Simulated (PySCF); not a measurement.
# Curvature of the energy in the electron number along the 5p block, charge +2

Calculated with PySCF 2.14, in def2-TZVP with the def2 core potential (28 electrons), ECP: one orbital is emptied in steps, and each cell gives the departure of E from the straight line at half an electron, in eV (from a cubic fit). The exact functional gives zero.

```json
{"species": "In²⁺", "orbital": "5s alpha", "LDA": "-1.10", "PBE": "-1.11", "r2SCAN": "-0.97", "PBE0": "-0.81", "BHandHLYP": "-0.57", "LC-wPBE": "-0.12", "wB97X": "-0.15", "UHF": "0.03"}
{"species": "Sn²⁺", "orbital": "5s beta", "LDA": "-1.17", "PBE": "-1.17", "r2SCAN": "-1.01", "PBE0": "-0.85", "BHandHLYP": "-0.59", "LC-wPBE": "-0.14", "wB97X": "-0.24", "UHF": "0.06"}
{"species": "Sb²⁺", "orbital": "5p alpha", "LDA": "-1.09", "PBE": "-1.05", "r2SCAN": "-0.97", "PBE0": "-0.77", "BHandHLYP": "-0.53", "LC-wPBE": "-0.10", "wB97X": "-0.22", "UHF": "0.07"}
{"species": "Te²⁺", "orbital": "5p alpha", "LDA": "-1.16", "PBE": "-1.13", "r2SCAN": "-1.04", "PBE0": "-0.82", "BHandHLYP": "-0.55", "LC-wPBE": "-0.13", "wB97X": "-0.23", "UHF": "0.09"}
{"species": "I²⁺", "orbital": "5p alpha", "LDA": "-1.24", "PBE": "-1.20", "r2SCAN": "-1.12", "PBE0": "-0.87", "BHandHLYP": "-0.57", "LC-wPBE": "-0.17", "wB97X": "-0.25", "UHF": "0.11"}
{"species": "Xe²⁺", "orbital": "5p beta", "LDA": "-1.23", "PBE": "-1.19", "r2SCAN": "-1.08", "PBE0": "-0.85", "BHandHLYP": "-0.57", "LC-wPBE": "-0.14", "wB97X": "-0.33", "UHF": "0.16"}
```

Q: How does the mean departure depend on the functional?

A: LDA -1.17 eV; PBE -1.14 eV; r2SCAN -1.03 eV; PBE0 -0.83 eV; BHandHLYP -0.56 eV; LC-wPBE -0.14 eV; wB97X -0.24 eV; UHF 0.09 eV. Semilocal functionals are convex (delocalisation error), Hartree-Fock is concave or straight, and exact exchange removes curvature roughly in proportion to its share, so among the functionals the range-separated hybrids usually come closest to zero.

No spin-orbit coupling is included.
